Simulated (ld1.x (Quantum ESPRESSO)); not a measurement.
**Before and after: TM potential for In (Z = 49)**

```json
{"Element": "In", "Generator": "ld1.x (Quantum ESPRESSO) 7.5", "Type": "norm-conserving Troullier–Martins (Kleinman–Bylander form)", "Functional": "LDA (PZ)", "Relativity": "scalar-relativistic", "Frozen core": "[Kr]", "Valence charge": "13", "Reference configuration": "4d10 5s2 5p1", "Partial waves": "5s (bound): rc 2.30 bohr; 5p (bound): rc 2.00 bohr; 4d (bound): rc 1.40 bohr", "Local potential": "all-electron potential smoothed inside 1.50 bohr (lloc = -1)", "Core correction": "Bessel-smoothed model core inside 1.15 bohr"}
```

Change: wave 5s (bound): rc 2.30 bohr becomes 5s (bound): rc 3.52 bohr.

Cutoffs: the cutoffs (Ry, on a coarse ladder) from which the occupation-weighted sum of valence levels, in a spherical-Bessel basis at the reference potential, stays within 10 and 1 mRy of its value at 400 Ry; they do not see the model core or the augmentation charge, which bear on the density cutoff. Errors are all-electron minus pseudo energies relative to the spin-unpolarised reference configuration.

Q: How do hardness, ghosts and transferability respond?

A: The potential gets neither clearly harder nor softer (90 Ry and 140 Ry → 90 Ry and 140 Ry); the bound ghosts move from p, s to s; the number of tests that count goes from 8 to 7; of the 7 tests that both files solve, the error grows in 5 and shrinks in 1 by more than 15 % and 0.3 meV (median size 14.1 → 44.3 meV).

| quantity | base | changed |
| --- | --- | --- |
| cutoff, loose | 90 Ry | 90 Ry |
| cutoff, tight | 140 Ry | 140 Ry |
| loose cutoff by channel (10 mRy a level) | s 10 Ry, p 6 Ry, d 70 Ry | s 6 Ry, p 6 Ry, d 70 Ry |
| bound ghosts | s, p | s |
| tests counted (converged, no solver errors) | 8 of 9 | 7 of 9 |
| error for 4d10 5s2 5p0, meV [ΔE 5.59 eV] | -1.7 | +1.6 |
| error for 4d10 5s1 5p0, meV [ΔE 25.26 eV] | -14 | -44 |
| error for 4d10 5s0 5p0, meV [ΔE 54.00 eV] | -58 | -338 |
| error for 4d9 5s0 5p0, meV [ΔE 110.61 eV] | -87 | -1043 |
| error for 4d10 5s1 5p2, meV [ΔE 5.94 eV] | +11 | -8.0 |
| error for 4d10 5s2 5p1 (spin-polarised), meV [ΔE -0.12 eV] | +0.4 | +1.3 |
| error for 4d10 5s1 5p0 (spin-polarised), meV [ΔE 25.03 eV] | -15 | -74 |

Base: Tests not counted: 4d9 5s2 5p2 (solver errors, printed error -13.5 eV). These tests converged, but a pseudo level misses the all-electron one widely, so the file describes the atom poorly there or has found another state: 4d10 5s0 5p0: empty 5p by 4.8 eV. Changed file: Tests not counted: 4d9 5s2 5p2 (solver errors, printed error -1437 eV); 4d10 5s0 5p3 (solver errors, printed error -1545 eV). These tests converged, but a pseudo level misses the all-electron one widely, so the file describes the atom poorly there or has found another state: 4d10 5s0 5p0: empty 5p by 5.7 eV. A true bound ghost makes a file unfit for plane-wave use even where its test errors are small: the radial tests pick states by their node count and pass the ghost by. Where a test does run into it, the solver fails or the error is huge.
